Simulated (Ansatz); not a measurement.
Reaction (cleavage of the B–B bond): `CBBOC` + `FCS` → `CBSCF` + `BOC`

Program: Ansatz. Geometries: PBE0-D4/def2-TZVP. ΔE: electronic, gas phase. CBS: MP2 limit from def2 TZ/QZ plus the TZ coupled-cluster correction, frozen cores. Functionals use def2-TZVPP. Each species was taken in one conformer, which may not be the lowest.

`CBBOC`:

```xyz
13

C    -0.687   -1.177   -1.504
B    -0.473   -1.048    0.037
B     0.939   -0.509    0.778
O     1.269    0.750    1.135
C     0.405    1.841    0.907
H     0.192   -1.021   -2.132
H    -1.415   -0.390   -1.760
H    -1.180   -2.111   -1.790
H    -1.389   -1.418    0.731
H     1.788   -1.330    1.044
H    -0.544    1.522    0.462
H     0.892    2.552    0.235
H     0.202    2.340    1.857
```

`FCS`:

Cartesian coordinates in Å:
```
F 1.436 0.104 0.515
C 0.332 0.153 -0.303
S -1.198 0.376 0.597
H 0.304 -0.765 -0.891
H 0.427 1.018 -0.962
H -1.300 -0.887 1.043
```

`CBSCF`:

Z-matrix (Å, degrees):
```
C
B 1 1.557
H 1 1.097 2 109.0
H 1 1.096 2 109.9 3 115.0
H 1 1.091 2 115.2 3 -121.9
S 2 1.779 1 120.3 3 120.6
H 2 1.197 1 122.1 3 -59.9
C 6 1.804 2 103.2 1 -178.2
F 8 1.371 6 111.3 2 91.8
H 8 1.092 6 108.0 2 -149.5
H 8 1.090 6 109.4 2 -28.5
```

`BOC`:

Cartesian coordinates in Å:
```
B 0.277 1.221 0.502
O -0.642 0.345 0.079
C -0.297 -0.942 -0.394
H 1.444 0.928 0.489
H -0.123 2.283 0.882
H 0.785 -1.100 -0.359
H -0.797 -1.690 0.224
H -0.648 -1.046 -1.423
```

CCSD(T)/CBS gives -1.34 eV.

(1) Another level gave -1.34 eV. Which?
A. MP2/def2-TZVPP
B. SCS-MP2/def2-TZVPP
C. r2SCAN-D4/def2-TZVPP
D. PBE/def2-TZVPP

Largest T1 diagnostic among the species: 0.014.

Results:

(1) C. r2SCAN-D4 -1.34, PBE -1.30, MP2/def2-TZVPP -1.44, SCS-MP2/def2-TZVPP -1.39 eV.

In def2-TZVPP, CCSD(T) changes the Hartree–Fock value by −0.06 eV (the triples alone add −0.03 eV) and MP2 by −0.15 eV.
